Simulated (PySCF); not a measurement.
Molecule: `[SiH3]C1=PC(C#N)=CS1`, C$_{4}$H$_{4}$NPSSi.

Geometry (Å), atoms numbered from 1 in this order:
```xyz
12

N    -3.883    1.707   -0.590
C    -2.899    1.148   -0.399
C    -1.684    0.481   -0.170
C    -1.643   -0.798    0.304
S    -0.097   -1.478    0.539
C     0.794   -0.094    0.015
Si    2.680   -0.190    0.047
P    -0.112    1.274   -0.484
H    -2.503   -1.401    0.538
H     3.169    1.084   -0.469
H     3.091   -0.416    1.433
H     3.088   -1.318   -0.791
```

Frames of a GFN2-xTB Langevin trajectory at 400 K; GIAO PBE0/pcSseg-1 shieldings in PySCF 2.14, gas phase, non-relativistic; equivalent atoms averaged within each frame.

Shifts are taken against calculated references (same method and geometry level): NH3 for ¹⁵N (267.73 ppm); TMS for ¹³C (186.93 ppm), ²⁹Si (349.16 ppm), ¹H (31.72 ppm); ³³S (503.73 ppm) vs CS2; H3PO4 for ³¹P (318.38 ppm). The references are static minima.

How do the shifts (ppm) fluctuate along the trajectory?

## Answers


| time (fs) | N1 | C6 | C4 | C3 | C2 | S5 | Si7 | P8 | H9 | H10/H11/H12 |
| --- | --- | --- | --- | --- | --- | --- | --- | --- | --- | --- |
| optimised geometry | 325.7 | 181.5 | 165.3 | 139.5 | 119.7 | 372 | -77.3 | 297.7 | 8.99 | 4.88 |
| 250 | 333.1 | 176.0 | 166.7 | 139.6 | 121.7 | 417 | -78.9 | 301.6 | 8.85 | 4.97 |
| 425 | 302.4 | 177.6 | 165.2 | 138.9 | 114.3 | 387 | -85.7 | 263.1 | 8.87 | 4.15 |
| 625 | 323.2 | 185.7 | 158.7 | 140.8 | 119.6 | 395 | -77.4 | 288.4 | 8.68 | 5.57 |
| 800 | 335.1 | 196.3 | 169.9 | 152.8 | 118.2 | 423 | -68.7 | 419.6 | 9.40 | 5.35 |
| 1000 | 324.1 | 177.4 | 160.4 | 151.1 | 121.2 | 351 | -75.2 | 309.1 | 8.38 | 4.91 |
| mean of frames | 323.6 | 182.6 | 164.2 | 144.6 | 119.0 | 395 | -77.2 | 316.4 | 8.84 | 4.99 |
| standard deviation | 13.0 | 8.5 | 4.6 | 6.7 | 3.0 | 28 | 6.1 | 60.3 | 0.37 | 0.54 |

5 frames give an uncertainty of the mean of about the standard deviation over 2.2 at best, since frames this close in time may not be independent; classical motion lacks zero-point vibration, and the reference would need the same averaging.
